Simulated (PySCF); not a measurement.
A species of formula C3H11NOSi4 has this rotational fingerprint, computed with PBE0/pcSseg-1 in PySCF (dipole) on a GFN2-xTB geometry, gas phase:

- Rotational constants: A = 1052, B = 664.0, C = 462.3 MHz
- Dipole components: |μa| = 3.82 D, |μb| = 3.24 D, |μc| = 0.68 D
- Inertial defect: -148.12 u·Å²
- κ: -0.32

Question: Which structure is it? (One computed conformer of each.)
A. `[CH:1]#[C:2][CH2:3][Si@@H:4]1[SiH2:5][Si@H:6]([NH2:7])[Si@@H:8]1[OH:9]` with C2–C3–Si4–Si5 148°, Si5–Si6–N7–H 72° and -151°, Si6–Si8–O9–H -108°, C3–Si4–Si5–Si6 -97°, Si4–Si5–Si6–N7 100°, Si5–Si6–Si8–O9 126°, C3–Si4–Si8–Si6 99°
B. `[CH3:1][CH2:2][Si@@H:3]1[Si@H:4]([OH:5])[SiH2:6][Si@H:7]1[C:8]#[N:9]` with C1–C2–Si3–Si4 -64°, Si3–Si4–O5–H -175°
C. `[CH3:1][CH2:2][Si@@H:3]1[Si@@H:4]([OH:5])[SiH2:6][Si@@H:7]1[C:8]#[N:9]` with C1–C2–Si3–Si4 164°, Si3–Si4–O5–H -79°, C2–Si3–Si4–O5 149°, Si3–Si4–Si6–Si7 -6°, Si4–Si6–Si7–C8 120°, C2–Si3–Si7–Si6 109°
D. `[CH:1]#[C:2][C@@H:3]1[SiH2:4][NH:5][Si@H:6]([O:7][SiH3:8])[SiH2:9]1` with N5–Si6–O7–Si8 -50°, C2–C3–Si4–N5 -160°, C3–Si4–N5–Si6 22°, Si4–N5–Si6–O7 116°, N5–Si6–Si9–C3 -17°
E. `[CH2:1]=[CH:2][C:3](=[O:4])[Si@@H:5]1[SiH2:6][NH:7][SiH2:8][SiH2:9]1` with C1–C2–C3–O4 14°, C2–C3–Si5–Si6 -123°, C3–Si5–Si6–N7 -117°, Si5–Si6–N7–Si8 22°, Si6–N7–Si8–Si9 -25°, N7–Si8–Si9–Si5 13°
F. `[CH:1]#[C:2][CH2:3][Si@@H:4]1[SiH2:5][Si@@H:6]([NH2:7])[Si@H:8]1[OH:9]` with C2–C3–Si4–Si5 50°, Si5–Si6–N7–H -70° and 68°, Si6–Si8–O9–H 174°, C3–Si4–Si5–Si6 -105°, Si4–Si5–Si6–N7 -122°, Si5–Si6–Si8–O9 -102°, C3–Si4–Si8–Si6 104°

Answer: C. It is CC[Si@@H]1[Si@@H](O)[SiH2][Si@@H]1C#N, an asymmetric top, point group C1. The candidates at the same level (rigid rotor, commonest isotopes):

```
                                 SMILES  A (MHz)  B (MHz)  C (MHz)  μa (D)  μb (D)  μc (D)  Δ (u·Å²)  point group                        rotor
C#C[C@@H]1[SiH2]N[Si@H](O[SiH3])[SiH2]1     1537    477.8    446.0    0.79    0.72    0.05   -253.36           C1  near-prolate asymmetric top
  CC[Si@@H]1[Si@@H](O)[SiH2][Si@@H]1C#N     1052    664.0    462.3    3.82    3.24    0.68   -148.12           C1               asymmetric top
   C#CC[Si@@H]1[SiH2][Si@@H](N)[Si@H]1O     1101    652.5    578.4    0.44    1.33    0.70   -359.80           C1               asymmetric top
    CC[Si@@H]1[Si@H](O)[SiH2][Si@H]1C#N     1088    615.1    450.6    4.75    2.10    1.59   -164.63           C1               asymmetric top
   C#CC[Si@@H]1[SiH2][Si@H](N)[Si@@H]1O     1146    676.7    545.1    0.30    0.19    1.21   -260.62           C1               asymmetric top
   C=CC(=O)[Si@@H]1[SiH2]N[SiH2][SiH2]1     1480    519.6    452.2    0.96    0.38    1.68   -196.43           C1               asymmetric top
```

`C#C[C@@H]1[SiH2]N[Si@H](O[SiH3])[SiH2]1` has A 46 % too high; `CC[Si@@H]1[Si@H](O)[SiH2][Si@H]1C#N` has B 7 % too low; `C#CC[Si@@H]1[SiH2][Si@H](N)[Si@@H]1O` has C 18 % too high; `C#CC[Si@@H]1[SiH2][Si@@H](N)[Si@H]1O` has C 25 % too high; `C=CC(=O)[Si@@H]1[SiH2]N[SiH2][SiH2]1` has A 41 % too high. No structure here is proved a minimum.
